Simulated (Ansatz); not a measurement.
H6N3Sn (`[NH2][Sn]([NH2])[NH2]`) radical at its PBE0-D4/def2-TZVP geometry, where that method's forces vanish. Charge 0, multiplicity 2. Sn takes the def2 core potential.

```xyz
10

N    -0.5513    0.2161    1.7480
Sn   -0.5881    0.3411   -0.2951
N    -0.3066   -1.6091   -0.8506
N     1.2360    1.1739   -0.7080
H    -1.4500    0.3184    2.2028
H     0.0820    0.8974    2.1525
H    -0.6021   -2.2509   -0.1228
H    -0.7641   -1.8829   -1.7113
H     1.7321    0.6511   -1.4218
H     1.2122    2.1449   -0.9937
```

**Question.** What forces (eV/Å) does ωB97M-V/def2-TZVPP give on these atoms in the Gaussian-basis code of Ansatz? (Estimate.)

**Answer.** The calculation gave: 
```
N1  -0.052  0.061 -0.082
Sn2  0.164 -0.095  0.083
N3  -0.083  0.078  0.002
N4  -0.107  0.001 -0.041
H5   0.052 -0.005  0.002
H6  -0.031 -0.036 -0.009
H7   0.017  0.022 -0.039
H8   0.028 -0.012  0.043
H9  -0.015  0.030  0.034
H10  0.026 -0.045  0.008
```
